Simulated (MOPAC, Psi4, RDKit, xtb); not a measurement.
Two geometries of SMILES FC(F)(F)[SiH2]F (CH2F4Si), singlet, relaxed at B3LYP-D3(BJ)/def2-SVP with one dihedral held; other torsions can differ between them too.

Structure A

```
8

F      1.3608     1.5104    -0.5801
Si     0.9964     0.0357    -0.0100
C     -0.9373    -0.1065     0.0290
F     -1.5227     0.7914    -0.7827
F     -1.4274     0.0977     1.2693
F     -1.3372    -1.3354    -0.3577
H      1.5125    -0.1168     1.3692
H      1.5172    -0.9808    -0.9524
```

Structure B

```
8

F      1.1149     1.5073    -0.7108
Si     0.8794     0.0403    -0.0613
C     -1.0245    -0.2411     0.0498
F     -1.5881    -0.4062    -1.1624
F     -1.6592     0.7766     0.6596
F     -1.2751    -1.3619     0.7633
H      1.4289     0.0200     1.3129
H      1.4539    -0.9986    -0.9450
```

Q: Which is lower in energy at the level DF-MP2 (frozen core)/cc-pVTZ // B3LYP-D3(BJ)/def2-SVP (Psi4), and by how much?

A: B is lower, by 1.21 kcal/mol (dihedral F1–Si2–C3–F4: 20° in A, 70° in B).

E(B) − E(A) in kcal/mol at the other levels, on the same two geometries: MMFF94 // B3LYP-D3(BJ)/def2-SVP (RDKit) -1.35; PBE0/def2-TZVP // B3LYP-D3(BJ)/def2-SVP (Psi4) -1.01; PBE0-D3(BJ)/def2-TZVP // B3LYP-D3(BJ)/def2-SVP (Psi4) -1.02; PBE/def2-TZVP // B3LYP-D3(BJ)/def2-SVP (Psi4) -0.98; PBE-D3(BJ)/def2-TZVP // B3LYP-D3(BJ)/def2-SVP (Psi4) -0.98; HF/cc-pVTZ // B3LYP-D3(BJ)/def2-SVP (Psi4) -1.17; UFF // B3LYP-D3(BJ)/def2-SVP (RDKit) -1.48; PM6, restricted, heats of formation // B3LYP-D3(BJ)/def2-SVP (MOPAC) -0.38; PM7, restricted, heats of formation // B3LYP-D3(BJ)/def2-SVP (MOPAC) -0.52; GFN1-xTB // B3LYP-D3(BJ)/def2-SVP (xtb) -0.48.

MMFF94 has few fitted parameters for silicon.
